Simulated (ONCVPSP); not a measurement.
lutetium: excitation energies, all-electron against ONCV

lutetium (Lu), optimised norm-conserving Vanderbilt (ONCV), made with ONCVPSP 4.0.1 (PBE, scalar-relativistic). Core [Kr] 4d10, reference 4f14 5s2 5p6 5d1 (charge +2). Waves: 5s: rc 1.55 bohr, ncon 4, nbas 7, qcut 6.9 1/bohr, 2 projectors, debl 1.6 Ha; 5p: rc 2.30 bohr, ncon 4, nbas 8, qcut 6.9 1/bohr, 3 projectors, debl 2.4 Ha; 5d: rc 2.55 bohr, ncon 4, nbas 8, qcut 6.1 1/bohr, 2 projectors, debl 2.5 Ha; 4f: rc 1.05 bohr, ncon 4, nbas 9, qcut 18.9 1/bohr, 2 projectors, debl 2.2 Ha. Local part: polynomial inside 0.90 bohr (lpopt 5, dvloc0 3 Ha). Core correction: none.

In the s channel the program set the typed energies aside and used -2.785, 0.250 Ha.

Energies are relative to the spin-unpolarised reference configuration 4f14 5s2 5p6 5d1; without spin polarisation the order of configurations can differ from experiment. Not all tests gave a result: 1 of 4 tests not solved or not reliable.

| valence configuration | charge | ΔE all-electron (eV) | error AE − PS (meV) |
| --- | --- | --- | --- |
| 4f14 5s2 5p6 5d1 6s1 | +1 | -13.279 | +4.4 |
| 4f14 5s2 5p6 5d0 | +3 | 19.957 | -6.7 |
| 4f13 5s2 5p6 5d2 6s1 | +1 | -1.870 | +39 |

Levels in the configuration 4f13 5s2 5p6 5d2 6s1:

| level | all-electron (eV) | pseudo (eV) |
| --- | --- | --- |
| 4f | -23.664 | -23.660 |
| 5s | -72.055 | -72.092 |
| 5p | -41.756 | -41.924 |
| 5d | -9.283 | -9.233 |
| 6s | -10.817 | -10.836 |

Note: ghosts flagged at negative energy: s at -122.7 eV; GHOST(+) flagged for p at 211.1 eV. A true bound ghost makes a file unfit for plane-wave use.
